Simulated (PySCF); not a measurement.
Molecule: SMILES C1C(C#C)CCCC1, C8H12.

Numbering as in the mapped SMILES `[CH:1]#[C:2][CH:3]1[CH2:4][CH2:5][CH2:6][CH2:7][CH2:8]1` (H(Xn): hydrogen on atom n). Ha(C4), Ha(C5), Ha(C6), Ha(C7), Ha(C8) are cis to C2 on the ring; Hb(C4), Hb(C5), Hb(C6), Hb(C7), Hb(C8) are trans to C2 on the ring.

Geometry PBE0-D3(BJ)/def2-SVP throughout; GIAO in PySCF 2.14.0 with density-fitted response routines, gas phase, one conformer, non-relativistic; equivalent atoms averaged; functional PBE0.

For orientation, 6-31G* gives these absolute shieldings σ: C2 114.7, C4/C8 161.8, C5/C7 168.4, H(C1) 30.38, Hb(C4)/Hb(C8) 30.07, H(C3) 29.74, Hb(C6) 30.42, Ha(C4)/Ha(C8) 30.51, Ha(C6) 30.65 ppm.

A run gave: C2 99.5, C4/C8 159.6, C5/C7 166.9, H(C1) 30.74, Hb(C4)/Hb(C8) 31.14, H(C3) 31.08, Hb(C6) 31.46, Ha(C4)/Ha(C8) 31.68, Ha(C6) 31.77 ppm (absolute shieldings σ).

Which basis set was used in that run?
A. pcSseg-1
B. pcSseg-0
C. aug-cc-pVDZ
D. 6-311+G(2d,p)
E. def2-TZVP

Results:

B. H(C3) tells them apart best: pcSseg-0 gives 31.08, pcSseg-1 gives 29.33, 6-311+G(2d,p) gives 29.36, def2-TZVP gives 29.32, aug-cc-pVDZ gives 29.21 ppm.
